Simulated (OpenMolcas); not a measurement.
## Xe6+: effect of the level shift or regulariser

```yaml
Program: OpenMolcas 26.06
Basis: ANO-RCC-VTZP [7s6p4d2f1g]
Scalar_Hamiltonian: DKH2, point nucleus
Active_space: 2 electrons in 4 orbitals (5s 5p)
State_averaging: 2S+1 = 3 even, 3 roots; 2S+1 = 1 even, 7 roots; 2S+1 = 3 odd, 3 roots; 2S+1 = 1 odd, 3 roots
Spin-orbit_coupling: state interaction with AMFI integrals over the reference wave functions, term energies averaged over their components
```

Methods on the same reference wave functions:
A. CASSCF
B. MS-CASPT2, IPEA 0.25 Eh, imaginary shift 0.1 Eh (closed shells correlated: 4d)
C. MS-CASPT2, IPEA 0.25 Eh, real shift 0.2 Eh (closed shells correlated: 4d)

Energies in cm-1 above 5s2 1S0, the measured ground level; measured values from Saloman, J. Phys. Chem. Ref. Data 33, 765 (2004).

```
      Level       A       B       C  Measured
    5s2 1S0     0.0     0.0     0.0       0.0
5s 5p 3P* 0   92058   97350   97300     96141
5s 5p 3P* 1   96420  101330  101280    100451
5s 5p 3P* 2  107775  113060  113010    113676
5s 5p 1P* 1  153478  141870  141890    143259
    5p2 3P0  224742  225760  225720    223673
    5p2 3P1  233455  235360  235310    234685
    5p2 1S0  283819  275550  275510    273208
```

Deviations, from unrounded energies. A percentage is the sum of absolute deviations over the sum of measured energies, with the sign that they share, or ± where signs differ.

```json
{"Against measurement": "mean absolute deviation (cm-1)", "Levels": "7", "A": "5300", "B": "1300", "C": "1300"}
{"Against measurement": "other configurations (%)", "Levels": "7", "A": "±3.1", "B": "±0.8", "C": "±0.8"}
```

B, C lie about equally close to measurement and A furthest from it. The largest miss of C in the table is 5p2 1S0, by +2300 cm-1. The ranking rests on the paired levels alone, and a cruder setting can come out closer through cancelling errors.

Between B and C the level of the table that moves most is 5s 5p 3P* 0, by 51 cm-1 (lowest in C, highest in B). Moves below CASPT2's spread within the term are not significant.

The lowest spin-free term lies below A's lowest term by 0.424 hartree in B, 0.423 hartree in C.

Over all roots computed the reference weight is 0.90 to 0.96 in B; the roots of lowest weight are the least certain, and an intruder state may touch them. The ¹D term of p² mixes with s d, which this space lacks. Measured partners are found by configuration, term and J. A level has none where our copy of the source lacks it or the pairing is in doubt (some pairs that miss far off the trend of their configuration count as doubtful), and it then counts in no deviation. Only configurations of the active space appear. The table leaves out levels that lie high or whose names do not pair safely across all columns.

* marks odd parity.
